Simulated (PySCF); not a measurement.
Electron correlation in Cu (copper, neutral)

[Ar] 3d9 4s1 5s1, high-spin 4D determinant (an excited configuration). All numbers are calculated (PySCF 2.14, no relativity, point nucleus, in dyall-av2z (16s12p7d2f, 101 functions)). Frozen: [Ar]; 11 electrons correlated; the 33 highest virtual orbitals of each spin left out.

```json
{"level": "CCSD", "correlation energy (mhartree)": "-307.14"}
{"level": "(T)", "correlation energy (mhartree)": "-8.06"}
{"level": "CCSD(T)", "correlation energy (mhartree)": "-315.20"}
```

Diagnostics: T1 = 0.014, D1 = 0.0446, largest double amplitude 0.039.

Q: Is a single reference adequate?

A: Yes: T1 lies below 0.03 and no double amplitude reaches 0.07.
